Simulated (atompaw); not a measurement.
## Scattering properties, PAW (atompaw) potential for tellurium (Te)

atompaw 4.2.0.5 input, output lines left out:

```
Te 52
GGA-PBE scalarrelativistic loggrid 1500 logderivrange -3 5 201
5 5 4 0 0 0
5 1 4
0 0 0
c
c
c
c
v
c
c
c
v
c
c
1
2.40 2.25 1.80 1.35
y
-0.8
n
y
0.05
n
custom rrkj vanderbiltortho besselshape
bessel
2.40
2.40
2.40
2.40
```

The phase is arctan(r·u′/u) with u = r·R(r), unwrapped; energies in Ry, scanned from -3 to 5 Ry. A pole is an energy at which the radial function vanishes at the test radius. The pseudo phase is shifted by a multiple of π to meet the all-electron one at the reference energy, and phase errors are pseudo minus all-electron; the curves can meet again beyond the range given. Levels narrower than the energy grid can be missing from the lists of poles.

| channel | radius (bohr) | reference energy (Ry) | poles, all-electron | poles, pseudo | unbroken range about the reference energy with phases within 0.05 rad | phase error 1 Ry above the reference energy (rad) |
| --- | --- | --- | --- | --- | --- | --- |
| s | 2.40 | -1.11 | 0.38 | 0.38, 4.40 | below 2.7 | -0.000 |
| p | 2.40 | -0.44 | 1.84 | 1.83 | below 4.4 | -0.000 |

Phases in the s channel:

```tsv
E (Ry)	all-electron	pseudo
-3.00	1.193	1.192
-2.52	1.086	1.086
-2.04	0.846	0.846
-1.56	0.096	0.096
-1.08	-0.968	-0.968
-0.60	-1.340	-1.340
-0.12	-1.487	-1.487
0.36	-1.568	-1.569
0.84	-1.625	-1.626
1.32	-1.671	-1.674
1.80	-1.716	-1.722
2.28	-1.764	-1.781
2.76	-1.823	-1.875
3.24	-1.905	-2.120
3.72	-2.041	-3.761
4.20	-2.307	-4.617
4.68	-2.916	-4.802
```
